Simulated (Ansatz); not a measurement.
`FC([SiH3])[SiH2][SiH3]` + `[OH][Al]([OH])[Br]` → `[OH][Al]([Br])[O][SiH3]` + `FC[SiH2][SiH3]`  (ligand exchange at the Si–C bond)

Computed with Ansatz on PBE0-D4/def2-TZVP structures; ΔE is electronic, products minus reactants. CCSD(T)/CBS adds triple-zeta CCSD(T) − MP2 to the extrapolated MP2 energy (def2 sets, frozen cores). Functionals use def2-TZVPP. B3LYP here is the variant with VWN-RPA as its local correlation; programs differ in this. For Br outer-core shells are correlated without core-valence functions, which leaves a few kJ/mol of doubt a bond. Scalar relativity is left out up to krypton. Each species was taken in one conformer, which may not be the lowest.

| level | ΔE (kJ/mol) | difference from CCSD(T)/CBS |
| --- | --- | --- |
| PBE-D4 | -99.8 | 19.8 |
| r2SCAN-D4 | -115.5 | 4.1 |
| PBE0-D4 | -109.3 | 10.3 |
| B3LYP-D4 | -119.0 | 0.6 |
| ωB97X-V | -118.2 | 1.4 |
| ωB97M-V | -116.4 | 3.2 |
| B2PLYP | -126.2 | -6.6 |
| PBE | -104.2 | 15.4 |
| r2SCAN | -116.6 | 3.0 |
| PBE0 | -113.2 | 6.4 |
| B3LYP | -126.1 | -6.5 |
| HF/def2-TZVPP | -152.5 | -32.9 |
| MP2/def2-TZVPP | -123.0 | -3.4 |
| SCS-MP2/def2-TZVPP | -128.7 | -9.1 |
| CCSD/def2-TZVPP | -126.1 | -6.5 |
| CCSD(T)/def2-TZVPP | -121.1 | -1.5 |
| HF/def2-QZVPP | -154.7 | -35.1 |
| MP2/def2-QZVPP | -122.8 | -3.2 |
| SCS-MP2/def2-QZVPP | -128.6 | -9.0 |
| HF/CBS(def2) | -155.0 | -35.4 |
| MP2/CBS(def2) | -121.4 | -1.8 |
| CCSD/CBS(def2) | -124.5 | -4.9 |
| CCSD(T)/CBS | -119.6 | 0 |

Largest T1 diagnostic among the species: 0.013.

From PBE to PBE0 (25 % exact exchange), in def2-TZVPP and without D4, ΔE moves by −9.0 kJ/mol. In def2-TZVPP, CCSD(T) changes the Hartree–Fock value by +31.4 kJ/mol (the triples alone add +5.0 kJ/mol) and MP2 by +29.6 kJ/mol. The D4 term adds +7.1 kJ/mol with B3LYP and +3.9 kJ/mol with PBE0; it sums over pairs of atoms, weighted by their polarisabilities, and B3LYP, whose exchange is more repulsive, gets the larger term.
